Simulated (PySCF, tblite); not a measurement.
Isomers of C7H11OPS, one GFN2-xTB conformer each. Single-point energies are computed at PBE0/pcSseg-1 (PySCF, gas phase, no added dispersion term), electronic only.

| SMILES | GFN2-xTB relative energy (kJ/mol) |
| --- | --- |
| CC#CP1(=O)CCSCC1 | 18.2 |
| CSc1cpc(C(C)C)o1 | 44.3 |
| COc1scpc1C(C)C | 64.9 |
| CC(=O)[P@]1(=S)C=C(C)CC1 | 0.0 |

Conformers: `[CH3:1][C:2]#[C:3][P:4]1(=[O:5])[CH2:6][CH2:7][S:8][CH2:9][CH2:10]1` with C3–P4–C6–C7 -170°, P4–C6–C7–S8 69°, C6–C7–S8–C9 -67°, C7–S8–C9–C10 67°; `[CH3:1][S:2][c:3]1[cH:4][p:5][c:6]([CH:7]([CH3:8])[CH3:9])[o:10]1` with C1–S2–C3–C4 -179°, P5–C6–C7–C8 -84°; `[CH3:1][O:2][c:3]1[s:4][cH:5][p:6][c:7]1[CH:8]([CH3:9])[CH3:10]` with C1–O2–C3–S4 -2°, P6–C7–C8–C9 -90°; `[CH3:1][C:2](=[O:3])[P@:4]1(=[S:5])[CH:6]=[C:7]([CH3:8])[CH2:9][CH2:10]1` with C1–C2–P4–S5 41°, C2–P4–C6–C7 -95°, C6–C7–C9–C10 -17°, C7–C9–C10–P4 22°, C2–P4–C10–C9 88°.

**Question.** What does PBE0/pcSseg-1 give for the same structures?

**Answer.** 
```tsv
SMILES	PBE0/pcSseg-1 E (Eh)	PBE0/pcSseg-1 (kJ/mol)	GFN2-xTB (kJ/mol)	point group
CC(=O)[P@]1(=S)C=C(C)CC1	-1087.40197	0.0	0.0	C1
CSc1cpc(C(C)C)o1	-1087.36230	104.2	44.3	C1
COc1scpc1C(C)C	-1087.35743	116.9	64.9	C1
CC#CP1(=O)CCSCC1	-1087.35544	122.2	18.2	Cs
```

Both levels put the same isomer lowest; measured from each level's own lowest isomer, the values differ by up to 104.0 kJ/mol (CC#CP1(=O)CCSCC1: 18.2 against 122.2). As drawn, the lowest has a C=O bond and a C=C bond outside aromatic rings, which the highest lacks; the highest has a C≡C bond and a P=O bond, which the lowest lacks. Neighbours under 10 kJ/mol apart (COc1scpc1C(C)C and CC#CP1(=O)CCSCC1) can change places with a better method, another conformer or zero-point energy.

**Question.** Which frontier levels, dipoles and rotational constants go with these structures?

**Answer.** 
```csv
SMILES,"HOMO (eV, PBE0/pcSseg-1)",LUMO (eV),dipole (D),"A, B, C (MHz)"
CC(=O)[P@]1(=S)C=C(C)CC1,-6.32,-1.53,4.17,"1344, 774.2, 644.8"
CSc1cpc(C(C)C)o1,-5.85,-0.68,2.49,"1749, 617.1, 498.3"
COc1scpc1C(C)C,-6.27,-1.08,2.62,"1297, 906.1, 588.5"
CC#CP1(=O)CCSCC1,-6.57,0.01,4.07,"2058, 524.6, 519.7"
```

**Question.** What happens when harmonic zero-point energies from GFN2-xTB frequencies are added?

**Answer.** 
```
                  SMILES  ZPE (kJ/mol)  electronic (kJ/mol)  with ZPE (kJ/mol)
CC(=O)[P@]1(=S)C=C(C)CC1         425.9                  0.0                0.0
        CSc1cpc(C(C)C)o1         430.8                104.2              109.0
          COc1scpc1C(C)C         431.3                116.9              122.3
        CC#CP1(=O)CCSCC1         426.1                122.2              122.3
```

The zero-point energies span 5.4 kJ/mol. The order is unchanged.
